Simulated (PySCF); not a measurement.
Species: C4H7ClOSi.
Structure used (GFN2-xTB), in Å, numbered top down from 1:
```xyz
14
C4H7ClOSi angstrom
C     -1.0222   -1.6818    0.1511
C      0.3118   -1.0457    0.0526
C      0.5452    0.2694   -0.0322
Si    -0.7933    1.6243   -0.0816
C      1.8845    0.7909   -0.1922
O      2.1993    1.8344   -0.6712
Cl     3.1856   -0.2603    0.4512
H     -1.8206   -0.9486    0.2112
H     -1.1872   -2.3199   -0.7174
H     -1.0534   -2.3251    1.0305
H      1.1463   -1.7386    0.0232
H     -0.1752    2.9403   -0.0486
H     -1.6399    1.4342    1.1019
H     -1.5815    1.4260   -1.3008
```

The closed-shell SCF was solved with PySCF and density fitting under several settings on one GFN2-xTB geometry (grid level 2 and gas phase unless stated).

```tsv
settings	basis functions	SCF cycles	E (Eh)	HOMO (eV)	LUMO (eV)	dipole (D)
PBE0/pcSseg-1	168	15	-980.9370	-8.19	-2.07	4.20
B3LYP/def2-SVPD	210	15	-981.1881	-7.95	-2.33	4.13
KT3/pcSseg-1	168	17	-990.4204	-6.86	-2.92	4.04
PBE0/Sadlej pVTZ	247	15	-981.0561	-8.13	-2.08	4.10
CAM-B3LYP/pcSseg-1, IEF-PCM acetone, grid level 3, start guess huckel	168	13	-981.3971	-9.31	-0.78	5.39
B97-2/6-31G*	120	15	-981.4596	-7.71	-1.88	4.12
PBE0/6-31G*	120	15	-980.9487	-7.97	-1.81	4.11
```

Estimate the row for these settings: BHandHLYP/Sadlej pVTZ, IEF-PCM benzene.

```tsv
settings	basis functions	SCF cycles	E (Eh)	HOMO (eV)	LUMO (eV)	dipole (D)
BHandHLYP/Sadlej pVTZ, IEF-PCM benzene	247	14	-981.4618	-9.06	-0.90	4.88
```

Over all rows, what range does the HOMO–LUMO gap span?

From 3.94 eV (KT3/pcSseg-1) to 8.53 eV (CAM-B3LYP/pcSseg-1, IEF-PCM acetone, grid level 3, start guess huckel). The functional of the narrowest has no exact exchange, that of the widest range-separated exact exchange.

And the dipole moment?

From 4.04 D (KT3/pcSseg-1) to 5.39 D (CAM-B3LYP/pcSseg-1, IEF-PCM acetone, grid level 3, start guess huckel); the largest is 1.33 times the smallest, and the median is 4.12 D.

Compare two rows with the functional PBE0: PBE0/pcSseg-1 and PBE0/Sadlej pVTZ. Which energy is lower, and by how much?

PBE0/Sadlej pVTZ (247 functions) lies 0.1191 Eh or 75 kcal/mol below PBE0/pcSseg-1 (168 functions).

Cycle counts include a coarse-grid stage where the run had one. All basis functions are spherical, in the Pople sets too. KT3 was designed for NMR shieldings or shifts; total energies of different functionals aren't comparable. Geometry: GFN2-xTB, one conformer.
